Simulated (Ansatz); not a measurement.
Species: AlBr2, SMILES `[Br][Al][Br]` (charge 0, multiplicity 2), formula AlBr2.

How many basis functions does frozen-core CCSD(T)/cc-pVTZ // PBE0-D3(BJ)/def2-TZVP (Ansatz, a first-principles code) use, how many core orbitals are frozen, and how many electrons are correlated?

120 basis functions and 23 frozen orbitals, which leaves 37 correlated electrons (filled d shells below the valence shell are correlated). Core time is of the order of minutes.
